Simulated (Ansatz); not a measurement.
Reaction (formal hydrolysis of the Si–Br bond): `F[SiH](Br)N[SiH3]` + H₂O → `O[SiH](F)N[SiH3]` + HBr

Calculated with Ansatz (gas phase, PBE0-D4/def2-TZVP geometries, no zero-point term in ΔE). CBS: MP2 limit from def2 TZ/QZ plus the TZ coupled-cluster correction, frozen cores. This one scheme is used for every species. DFT in def2-TZVPP. B3LYP here is the variant with VWN-RPA as its local correlation; programs differ in this. For Br outer-core shells are correlated without core-valence functions, which leaves a few kJ/mol of doubt a bond. Scalar relativity is left out up to krypton. Each species was taken in one conformer, which may not be the lowest.

(1) Is it downhill or uphill in electronic energy at CCSD(T)/CBS, and by how much? (Estimate.)

(2) What do these levels give: PBE-D4, PBE0-D4, B3LYP-D4, ωB97X-V, ωB97M-V, PBE0, B3LYP, MP2/def2-TZVPP, SCS-MP2/def2-TZVPP, CCSD/def2-TZVPP, CCSD(T)/def2-TZVPP, HF/CBS(def2)? (An estimate is asked.)

Largest T1 diagnostic among the species: 0.011.

Results:

(1) Ansatz gave: Downhill: ΔE = -2.6 kcal/mol.

(2) Computed: PBE-D4 -1.6, PBE0-D4 -1.9, B3LYP-D4 -4.1, ωB97X-V -3.8, ωB97M-V -3.7, PBE0 -2.4, B3LYP -5.0, MP2/def2-TZVPP -3.1, SCS-MP2/def2-TZVPP -4.3, CCSD/def2-TZVPP -4.9, CCSD(T)/def2-TZVPP -4.4, HF/CBS(def2) -6.5 kcal/mol.

In def2-TZVPP, CCSD(T) changes the Hartree–Fock value by +1.8 kcal/mol (the triples alone add +0.5 kcal/mol) and MP2 by +3.2 kcal/mol. The D4 term adds +0.9 kcal/mol with B3LYP and +0.5 kcal/mol with PBE0; it sums over pairs of atoms, weighted by their polarisabilities, and B3LYP, whose exchange is more repulsive, gets the larger term.
